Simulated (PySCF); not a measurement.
C3H9Ga, SMILES `[Ga]([CH3])([CH3])[CH3]`, neutral singlet in the gas phase. 

Z-matrix (Å, degrees):
```
Ga
C 1 1.9886
H 2 1.0902 1 112.49
H 2 1.0919 3 108.94 1 -123.62
H 2 1.0941 3 107.88 4 -115.73
C 1 1.9887 2 120.17 3 -164.76
H 6 1.0900 1 112.62 2 -7.11
H 6 1.0925 7 108.75 1 122.96
H 6 1.0937 7 108.19 8 115.65
C 1 1.9888 2 119.89 3 14.94
H 10 1.0901 1 112.58 2 166.76
H 10 1.0921 11 108.87 1 123.39
H 10 1.0940 11 107.99 12 115.69
```
Charge 0, spin multiplicity 1.

All levels are single points at this geometry (B3LYP-D3(BJ)/def2-TZVP); Pople sets use spherical d functions. Orbital energies aren't observables, and empty levels follow the basis.

B3LYP-D3(BJ)/def2-TZVP in PySCF gives gap (eV) = 6.35.

Estimate the gap (eV) from each of these levels: PBE-D3(BJ)/def2-TZVP in PySCF; B3LYP/3-21G in PySCF; B3LYP/6-311+G** (LANL2DZ on Ga) in PySCF; B3LYP/LANL2DZ in PySCF; HF/6-31G* in PySCF.


| level | gap (eV) |
|---|---|
| PBE-D3(BJ)/def2-TZVP in PySCF | 4.84 |
| B3LYP/3-21G in PySCF | 6.35 |
| B3LYP/6-311+G** (LANL2DZ on Ga) in PySCF | 6.54 |
| B3LYP/LANL2DZ in PySCF | 6.58 |
| HF/6-31G* in PySCF | 12.40 |
